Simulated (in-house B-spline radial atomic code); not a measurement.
RPA and G0W0 for Bi⁵⁺, [Xe] 4f14 5d10, as one setting changes: the highest l of the empty states. Start: PBE0. A dash marks a level of low quasi-particle weight. Computed with an all-electron radial atomic-structure program (B-spline basis): all electrons, scalar-relativistic (spin-free one-electron X2C), finite nucleus, each spin shell either full or empty, empty states to the listed l with an (l + 1/2)⁻⁴ tail; G0W0 by contour deformation at full frequency.

Without the two-electron picture change, the correlation of inner shells comes somewhat too large for so heavy an element.

```tsv
highest l of the empty states	RPA summed (Eh)	RPA extrapolated (Eh)	G0W0 level (eV)
5	-5.9954	-7.0613	5d -89.78
6	-6.3882	-7.0628	5d -89.80
7	-6.6024	-7.0403	5d -89.85
8	-6.7247	-7.0146	5d -89.83
9	?	?	?
10	?	?	?
11	-6.8709	-6.9679	5d -89.81
```

Problem. What belongs in the row for 10?

Solution. RPA summed (Eh): -6.842; RPA extrapolated (Eh): -6.9782; G0W0 level (eV): 5d -89.81.

Problem. What belongs in the row for 9?

Solution. RPA summed (Eh): -6.7971; RPA extrapolated (Eh): -6.9929; G0W0 level (eV): 5d -89.82.
